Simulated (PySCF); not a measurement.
C2H8O2SSi2, SMILES CS[SiH2][SiH2]C(=O)O, GFN2-xTB optimised geometry.

```
15

C      2.55    -2.51    -0.37
S      2.40    -0.70    -0.27
Si     0.26    -0.52    -0.13
Si    -0.18     1.74     0.00
C     -2.09     1.74     0.00
O     -2.76     0.73     0.00
O     -2.63     2.96     0.00
H      2.15    -2.96     0.54
H      3.60    -2.74    -0.47
H      2.01    -2.87    -1.24
H     -0.11    -1.33     1.04
H     -0.25    -1.24    -1.30
H      0.23     2.60    -1.12
H      0.22     2.44     1.23
H     -3.60     2.91     0.00
```

Density from PBE/def2-TZVP (PySCF) at that geometry.

Minimum of the electron density along straight lines between bonded atoms, close to the bond critical point (lines longer than 1.1 times the sum of covalent radii, or with two minima, are not listed):

```tsv
bond	length / Å	ρ at the minimum / e bohr⁻³	∇²ρ there / e bohr⁻⁵	position (fraction from the first atom)
C1–S2	1.817	0.175	-0.26	0.47
S2–Si3	2.157	0.096	0.08	0.64
Si3–Si4	2.306	0.097	-0.17	0.49
Si4–C5	1.913	0.112	0.17	0.39
C5–O6	1.210	0.423	-0.21	0.34
C5–O7	1.332	0.312	-0.58	0.35
C1–H8	1.085	0.281	-0.96	0.65
C1–H9	1.085	0.281	-0.96	0.65
C1–H10	1.085	0.281	-0.96	0.65
Si3–H11	1.468	0.123	0.16	0.50
Si3–H12	1.467	0.123	0.16	0.50
Si4–H13	1.466	0.123	0.16	0.50
Si4–H14	1.467	0.123	0.16	0.50
O7–H15	0.975	0.347	-2.31	0.80
```
